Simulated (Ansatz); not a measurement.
`C[O][Ga]([NH2])[NH2]` and `[NH2][Ga]([NH2])[OH]` differ in one atom or group.

Ansatz, PBE0-D4/def2-TZVP geometries, multiplicity 1. Each molecule was computed in one conformer, which needn't be the lowest.

Scalar relativity is left out up to krypton.

```tsv
property	`C[O][Ga]([NH2])[NH2]`
HOMO–LUMO gap (PBE/def2-TZVPP) / eV	4.71
LUMO energy (ωB97M-V/def2-TZVPP) / eV	1.54
HOMO–LUMO gap (ωB97M-V/def2-TZVPP) / eV	11.02
HOMO energy (ωB97M-V/def2-TZVPP) / eV	-9.47
size of the dipole moment (B3LYP/def2-TZVPP) / D	1.64
HOMO–LUMO gap (PBE0/def2-TZVPP) / eV	7.04
```

**Question.** Give the same properties after the change, and the shifts. (Best estimate.)

**Answer.** The calculation gave: 
```
                                        property  `[NH2][Ga]([NH2])[OH]`  shift
             HOMO–LUMO gap (PBE/def2-TZVPP) / eV                    4.62  -0.09
           LUMO energy (ωB97M-V/def2-TZVPP) / eV                    1.46  -0.08
         HOMO–LUMO gap (ωB97M-V/def2-TZVPP) / eV                   10.93  -0.09
           HOMO energy (ωB97M-V/def2-TZVPP) / eV                   -9.47   0.00
size of the dipole moment (B3LYP/def2-TZVPP) / D                    1.83   0.19
            HOMO–LUMO gap (PBE0/def2-TZVPP) / eV                    6.96  -0.08
```

The zero-point energy changes by -73.7 kJ/mol with -9 modes. Dipoles are sizes alone; their direction can turn.

B3LYP here is the variant with VWN-RPA as its local correlation; programs differ in this.
